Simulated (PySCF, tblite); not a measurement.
Calculations on `C[C@@]12[CH][C@@H](C1)[C@H]2C=O` [radical], in the order of a workflow; each names the level of the geometry that it ran on. Settings lines and outputs come from a driver script.

C₇H₉O (doublet state).
SMILES with atom numbers: `[CH3:1][C@@:2]12[CH:3][C@@H:4]([CH2:5]1)[C@H:6]2[CH:7]=[O:8]` (hydrogens: H9, H10, H11 on C1; H12 on C3; H13 on C4; H14, H15 on C5; H16 on C6; H17 on C7)

Step 1: GFN2-xTB geometry optimisation, gas phase (tblite 0.8.0) (from a force-field or distance-geometry start)
```json
{"job": {"kind": "relax", "xc": "GFN2-xTB", "basis": "xTB"}, "charge": 0, "multiplicity": 2}
```
```
step      E/eV     max force
  0    -638.30353    2.309
  1    -638.39837    2.592
  2    -638.44652    0.724
...
115    -638.62099    0.033
116    -638.62104    0.037
117    -638.62108    0.034
118    -638.62111    0.016
119    -638.62112    0.009
```

Energy lowered by 7.3 kcal/mol over 119 steps; largest atomic force 0.009 eV/Å at the end. «max force» is the largest atomic force in eV/Å.

Time: 0.59 s. Hardware: Arm Neoverse V2, one thread, shared host.

Step 2: GFN2-xTB harmonic vibrations, gas phase (tblite 0.8.0) (on the GFN2-xTB geometry)
```json
{"job": {"kind": "ir", "xc": "GFN2-xTB", "basis": "xTB"}, "charge": 0, "multiplicity": 2}
```
```
(table of modes left out)
```

45 modes from 75 to 3068 cm⁻¹ (unscaled, harmonic); zero-point energy 86.1 kcal/mol; all wavenumbers are real at this level.

The run took 0.41 s on an Arm Neoverse V2 with one thread, shared host.

Step 3: UKS B3LYP, pcH-1 on C H O, non-relativistic, mean-field spin-orbit, GIAO (PySCF 2.14.0) (on the GFN2-xTB geometry)
```json
{"job": {"kind": "epr", "basis": "pcH-1"}, "charge": 0, "multiplicity": 2}
```
```
...
E = -347.24167012 Eh   <S^2> = 0.7533 (exact 0.7500)
g shifts (ppm)      1          2          3
  rmc          -160       -160       -160
  gc              7         26         17
  oz_so         -12        309        592
  total        -166        175        448
hyperfine (MHz)  atom isotope    a_iso     a_fc   dipolar eigenvalues
    0   13C       0.71       0.71     -0.70     -0.58      1.28
    1   13C     -11.07     -11.07     -3.64     -1.34      4.98
    2   13C     243.54     243.54    -76.04    -72.44    148.48
    3   13C     -12.28     -12.28     -4.41     -0.94      5.35
    4   13C      67.16      67.16     -3.05     -2.83      5.87
    5   13C     121.46     121.46     -5.84     -5.29     11.13
    6   13C      44.62      44.62     -4.32     -3.85      8.18
    7   17O      -0.56      -0.56     -7.13      1.90      5.23
    8    1H      -0.97      -0.97     -2.30     -1.89      4.19
    9    1H      -0.51      -0.51     -2.44     -2.22      4.65
   10    1H      -2.34      -2.34     -1.62     -1.19      2.81
   11    1H      14.68      14.68    -33.61     -3.27     36.88
   12    1H       0.40       0.40     -4.55     -3.25      7.80
   13    1H       6.65       6.65     -3.08     -1.94      5.02
   14    1H      -2.94      -2.94     -6.62     -3.79     10.42
...
```

⟨S²⟩ 0.753; g_iso 2.0025. rmc, gc and oz_so are the mass-correction, gauge-correction and orbital-Zeeman/spin–orbit parts of the g shift along its three principal axes; a_iso is the isotropic hyperfine coupling and a_fc its Fermi-contact part. The log counts atoms from 0, this text from 1.

Hardware: an Arm Neoverse V2 with one thread, shared host with 96 logical CPUs at a one-minute load of 41. Cost: 82 s of wall time (with the writing of density and orbital grids), 0.97 GiB resident at most.

Geometry of the electronic-property runs (GFN2-xTB):
```
atom  x, y, z in Å
C1    -1.5110    0.9480    0.8029
C2    -0.4504   -0.0494    0.4560
C3     0.2796   -1.0256    1.3359
C4     0.9249   -1.2590   -0.0101
C5    -0.4974   -1.1708   -0.6063
C6     0.9996    0.2836   -0.0949
C7     1.0681    0.9937   -1.4027
O8     1.1317    0.4991   -2.4955
H9    -1.1688    1.6083    1.5978
H10   -2.4028    0.4266    1.1452
H11   -1.7729    1.5473   -0.0670
H12    0.7656   -0.8340    2.2781
H13    1.7086   -1.9545   -0.2760
H14   -0.5826   -0.8793   -1.6480
H15   -1.1563   -2.0040   -0.3770
H16    1.6440    0.7859    0.6297
H17    1.0130    2.0960   -1.2780
```

 (This holds for the electronic-property runs.)

One conformer stands for the species.
